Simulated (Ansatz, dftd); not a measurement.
Reaction: CH4BF (SMILES CBF) → CH3BF (SMILES [CH2]BF, doublet) + H (doublet) (the C-H bond breaks)
Each species at its own B3LYP-D3(BJ)/def2-TZVP minimum (Ansatz, a first-principles code).

Property: bond dissociation energy (electronic), in kcal/mol. Radicals and triplets start from unrestricted determinants; spin-orbit coupling is neglected. CBS(X,Y): correlation extrapolated as X^-3, Hartree-Fock from the larger set. A bracket is a step between two methods taken in the basis named. The functionals are non-relativistic, so their misses hold any scalar relativity. '+ core + X2C': CCSD(T) terms for core correlation (cc-pwCVTZ) and scalar relativity (cc-pVTZ-DK). Where a partner has so few electrons that a lower coupled-cluster level is exact, that level stands in.

Compared with CCSD(T)/CBS(cc-pVTZ,cc-pVQZ) + [CCSDT(Q) - CCSD(T)]/cc-pVDZ + core + X2C (Ansatz): 103.9 kcal/mol.

Problem. Rank these levels by how close they come to it, closest first: r2SCANh/def2-TZVPD (Ansatz); PBE0-D4/def2-TZVPD (Ansatz + dftd4); B3LYP-D4/def2-TZVPD (Ansatz + dftd4); PBE-D4/def2-TZVPD (Ansatz + dftd4).

Solution. B3LYP-D4/def2-TZVPD (101.3 kcal/mol, difference -2.6), PBE-D4/def2-TZVPD (100.6 kcal/mol, difference -3.3), PBE0-D4/def2-TZVPD (100.2 kcal/mol, difference -3.7), r2SCANh/def2-TZVPD (98.9 kcal/mol, difference -5.0)
